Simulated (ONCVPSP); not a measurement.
u(r) = r·R(r): atom against pseudo-atom (hydrogen (H))

Columns: radius, all-electron u(r) and pseudo u(r) of the 1s shell (level -6.35 eV) of hydrogen in the configuration 1s1; LDA (Perdew-Wang 92), non-relativistic, ONCV scheme, ONCVPSP 4.0.1.

```csv
r (bohr),all-electron,pseudo
0.055,0.0964,0.0796
0.110,0.1824,0.1578
0.165,0.2590,0.2330
0.220,0.3269,0.3040
0.275,0.3867,0.3694
0.330,0.4393,0.4284
0.385,0.4853,0.4807
0.440,0.5252,0.5260
0.495,0.5596,0.5647
0.550,0.5890,0.5968
0.605,0.6139,0.6230
0.660,0.6347,0.6437
0.715,0.6518,0.6596
0.770,0.6655,0.6713
0.825,0.6762,0.6799
0.880,0.6841,0.6860
0.935,0.6896,0.6903
0.990,0.6929,0.6931
1.045,0.6942,0.6942
1.100,0.6937,0.6937
1.155,0.6916,0.6916
1.210,0.6881,0.6881
1.265,0.6834,0.6834
1.320,0.6775,0.6775
1.375,0.6706,0.6706
1.430,0.6629,0.6629
```

(1) How many radial nodes do the two functions have?

(2) At about which radius was the pseudo-wave matched?

(3) Is the pseudo-wave norm-conserving?

Results:

(1) The all-electron 1s function has n − l − 1 = 0; the pseudo-wave has 0.

(2) 1.10 bohr. The columns agree to 0.0005 from 0.99 bohr on; several derivatives are matched, so the curves merge somewhat inside the radius.

(3) Yes: the ONCV scheme keeps the norm inside the radius equal to the all-electron one, which fixes the energy derivative of the logarithmic derivative at the level.
